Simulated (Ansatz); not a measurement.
Ansatz (a first-principles code) input:
A basis named .json is the Basis Set Exchange file of that set.

Ansatz 0.2 input:
```yaml
crystal:
  periodic: [false, false, false]
  atoms:
    - {symbol: Ti, position_ang: [0.05778449, -0.02281639, -0.01530424]}
    - {symbol: O, position_ang: [1.56338474, -0.61730750, -0.41406301]}
    - {symbol: F, position_ang: [-0.65315355, -0.40418289, 1.67996416]}
    - {symbol: F, position_ang: [-0.87777274, 1.00867407, -1.27449778]}
basis:
  gaussian:
    orbitals: def2-QZVPP.json
hamiltonian:
  xc: pbe
total_charge: -1
magnetization: {spin_polarized: true, initial_magnetization: 1}
correlation: {method: rpa, electrons: outside_noble_gas}
```

Q: Which total energy does the run end on?

A: -1123.91252 Eh (RPA@PBE/def2-QZVPP). The basis has 264 functions.

The spin state was set by rule; other spins were not relaxed.
